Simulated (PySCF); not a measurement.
ClH2Si, SMILES [SiH2]Cl (connectivity only; charge and spin as stated), charge +1, multiplicity 1.

The structure is a stationary point at B3LYP-D3(BJ)/def2-TZVP. The spin state was assumed, not searched. The isomer is the one that the SMILES or the coordinates give; other isomers of the formula were not compared.

Level of theory: B3LYP-D3(BJ)/def2-TZVP (PySCF 2.14.0).

Frequencies are harmonic and unscaled.

Question: Give all harmonic wavenumbers and intensities. (Estimate from the structure and the level; the computed values follow.)

Answer: 
| mode | ν (cm⁻¹) | IR (km/mol) | moving atoms (share of kinetic energy) |
|---|---|---|---|
| 1 | 623 | 26.1 | H 89 %, Si 8 % |
| 2 | 664 | 74.0 | Si 49 %, Cl 46 % |
| 3 | 695 | 32.7 | H 88 %, Si 12 % |
| 4 | 943 | 102.8 | H 94 % |
| 5 | 2290 | 0.1 | H 98 % |
| 6 | 2355 | 0.5 | H 95 % |
